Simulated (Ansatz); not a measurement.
# Abstraction of Cl: C2H5ClMg + C2HF2 → C2H5Mg + C2HClF2

Species: C2H5ClMg `C[CH2][Mg][Cl]`, singlet; C2HF2 `[CH]=C(F)F`, doublet; C2H5Mg `C[CH2][Mg]`, doublet; C2HClF2 `FC(F)=CCl`, singlet. A radical takes Cl: the energy is the difference in strength between the Mg–Cl bond broken and the C–Cl bond made.

Shapes, held fixed at every level: PBE0-D4/def2-TZVP. Programs: Ansatz 0.2.0. The zero-point and thermal change to 298 K, harmonic and unscaled (PBE0-D4/def2-TZVP), is +4.9 kJ/mol.

(1) Estimate ΔH(298 K) of this reaction.

Answers

(1) B2PLYP/def2-TZVPP gives ΔH(298 K) = +77.5 kJ/mol; the levels span +21.0 to +84.8. The median of the levels is +77.7. No measured value is set beside it here. Spin contamination: C2HF2 (⟨S²⟩ up to 0.90). Open shells run unrestricted. Outer-core shells of Mg are correlated, in sets that cover them unevenly.

```tsv
level	kind	ΔH(298 K) (kJ/mol)
SPW92/def2-TZVPP	LDA	+21.0
r2SCAN-D4/def2-TZVPP	meta-GGA	+82.0
BHLYP-D4/def2-TZVPP	global hybrid	+83.6
r2SCAN0-D4/def2-TZVPP	global hybrid	+84.8
wB97M-V/def2-TZVPP	range-separated hybrid	+77.7
wB97X-V/def2-TZVPP	range-separated hybrid	+77.0
B2PLYP/def2-TZVPP	double hybrid	+77.5
```
